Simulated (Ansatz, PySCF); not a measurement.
This Ansatz (a program for electronic structure) input computes a CAM-B3LYP/def2-TZVPD energy:

Ansatz 0.2 input:
```yaml
crystal:
  periodic: [false, false, false]
  atoms:
    - {symbol: Sn, position_ang: [0.00603767, 0.00164288, 0.62288057]}
    - {symbol: Cl, position_ang: [-1.92090266, -1.03655210, -0.58937530]}
    - {symbol: Cl, position_ang: [0.05528342, 2.17437935, -0.61699977]}
    - {symbol: Cl, position_ang: [1.84786138, -1.14265926, -0.62562662]}
basis:
  gaussian:
    orbitals: def2-TZVPD
hamiltonian:
  xc: {name: CAM-B3LYP}
total_charge: -1
output: {forces: true}
```

**Question.** Write an input for the same energy in PySCF and say what it gives.

**Answer.** 
```python
from pyscf import gto, scf, dft

mol = gto.M(
    atom='''
    Sn    0.00603767    0.00164288    0.62288057
    Cl   -1.92090266   -1.03655210   -0.58937530
    Cl    0.05528342    2.17437935   -0.61699977
    Cl    1.84786138   -1.14265926   -0.62562662
    ''',
    basis='def2-tzvpd',
    ecp='def2-tzvp',
    charge=-1,
    spin=0,
    verbose=4,
)

mf = dft.RKS(mol, xc='camb3lyp').density_fit(auxbasis='def2-universal-jkfit')
mf.grids.level = 3
mf.conv_tol = 1e-9
mf.max_cycle = 100
mf.max_memory = 1500
mf.kernel()
if not mf.converged:
    mf = mf.newton()
    mf.kernel(mf.make_rdm1())
mf.analyze()
```
It gives -1595.24203 Eh, and Ansatz -1595.24198 Eh, a difference of 0.05 mEh, from the treatment of integrals and grids.

It need not be the lowest isomer of its formula.
